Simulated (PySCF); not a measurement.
Stretching TeO⁺

Set-up: basis Te def2-SVP with ECP28, O def2-SVP; scalar-relativistic core potentials; PySCF 2.14. Energies in eV from Te⁺ + O in their ground configurations at the same level. All curves are PBE0. state 1: ²Π (doublet), unpaired electrons π ↑; state 2: ⁴Π (quartet), unpaired electrons π ↑↑↑, a second solution, started from another occupation; state 3: Ms = 0.5 determinant of mixed spin (⟨S²⟩ near 1.8), unpaired electrons π ↑↑↓, a mixture of terms (⟨Lz²⟩ = 3.0), a second solution, started from another occupation; state 4: sextet, unpaired electrons σ ↑, π ↑↑↑↑, a second solution, started from another occupation.

```tsv
R (Å)	state 1	state 2	state 3	state 4
1.547	-0.617	3.470	3.956	13.8299
1.619	-1.785	1.555	2.040	10.8098
1.691	-2.412	0.243	0.727	8.4178
1.745	-2.625	-0.441	0.042	6.9508
1.799	-2.673	-0.927	-0.445	5.7084
1.853	-2.596	-1.254	-0.774	4.6581
1.925	-2.351	-1.498	-1.020	3.5085
2.015	-1.892	-1.577	-1.104	2.3946
2.123	-1.217	-1.450	-0.986	1.4264
2.267	-0.297	-1.066	-0.625	0.5832
```

Task: Put a parabola through the three lowest points of the state 1 curve and estimate Re, k and ωe (reduced mass 14.24 u; 1 eV/Å² = 0.16022 mdyn/Å; ωe = 1302.8·√(k/μ) cm⁻¹).

Result: Through R = 1.745, 1.799, 1.853 Å the second-order coefficient is 21.4 eV/Å², so Re ≈ 1.793 Å, k ≈ 6.87 mdyn/Å and ωe ≈ 905 cm⁻¹. A polynomial fit of higher order to the unrounded PBE0 energies gives Re = 1.790 Å, k = 7.16 mdyn/Å, ωe = 924 cm⁻¹; anharmonicity and rounding make the difference.

The higher-order fit for each curve: state 1: Re = 1.790 Å, ωe = 924 cm⁻¹, De = 2.67 eV; state 2: Re = 2.005 Å, ωe = 648 cm⁻¹, minimum 1.58 eV below the ground-state fragments; state 3: Re = 2.008 Å, ωe = 641 cm⁻¹, minimum 1.10 eV below the ground-state fragments. State 4 gave no clean fit.

These are scalar-relativistic numbers at best; spin–orbit coupling would shift them, the dissociation energy most. For an ion De counts to the pair picked by the measured ionisation energies or electron affinities, which need not be the lowest pair at this level. The state is the lowest determinant that a PBE0 search found; another state may lie lower at other levels.
